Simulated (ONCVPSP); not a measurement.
An all-electron radial function and its pseudo partner (Ta (Z = 73))

Columns: radius, all-electron u(r) and pseudo u(r) of the 5s shell (level -73.00 eV) of tantalum in the configuration [Kr] 4d10 4f14 5s2 5p6 5d3 6s2; PBE, scalar-relativistic, ONCV scheme, ONCVPSP 4.0.1.

```tsv
r (bohr)	all-electron	pseudo
0.105	0.1732	0.1575
0.210	0.1578	0.3125
0.315	-0.5202	0.4619
0.420	-0.5292	0.6011
0.525	-0.0873	0.7249
0.630	0.4188	0.8280
0.735	0.8052	0.9063
0.840	1.0334	0.9572
0.945	1.1255	0.9794
1.050	1.1200	0.9730
1.155	1.0529	0.9390
1.260	0.9522	0.8800
1.365	0.8374	0.8004
1.470	0.7215	0.7071
1.575	0.6120	0.6083
1.680	0.5127	0.5123
1.785	0.4255	0.4254
1.890	0.3504	0.3503
1.995	0.2867	0.2867
2.100	0.2335	0.2334
2.205	0.1893	0.1893
2.310	0.1530	0.1530
2.415	0.1233	0.1232
2.520	0.0991	0.0991
2.625	0.0795	0.0794
2.730	0.0636	0.0636
```

(1) How many radial nodes do the two functions have?

(2) At about which radius was the pseudo-wave matched?

(3) Is the pseudo-wave norm-conserving?

Answers

(1) The all-electron 5s function has n − l − 1 = 4 (the table is too coarse to show those close to the nucleus); the pseudo-wave has 0, since the states of the same l below it are removed with the core.

(2) 1.80 bohr. The columns agree to 0.0005 from 1.68 bohr on; several derivatives are matched, so the curves merge somewhat inside the radius.

(3) Yes: the ONCV scheme keeps the norm inside the radius equal to the all-electron one, which fixes the energy derivative of the logarithmic derivative at the level.
